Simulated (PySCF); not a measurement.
3-methoxypropanenitrile (C₄H₇NO), SMILES COCCC#N.

Geometry: ωB97X-D3(BJ)/def2-SVP. Other conformers were not sampled.

Calculation: ωB97X/def2-TZVP in PySCF.

Gas-phase values at a fixed geometry.

Estimate the frontier levels, gap, dipole moment and polarisability. (The exact figures need the calculation; the answer reports its results.)


The highest occupied level is -10.52 eV. The lowest empty level is 2.71 eV, the orbital gap is 13.23 eV and the dipole moment is 0.820 e·Å. The quadrupole, principal values (traceless, Buckingham form, about the centre of nuclear charge) comes out as -15.92, 6.62, 9.31 D·Å. The mean static polarisability is 56.0 bohr³ (8.30 Å³). The polarisability, principal values is 45.6, 49.0, 73.5 bohr³.
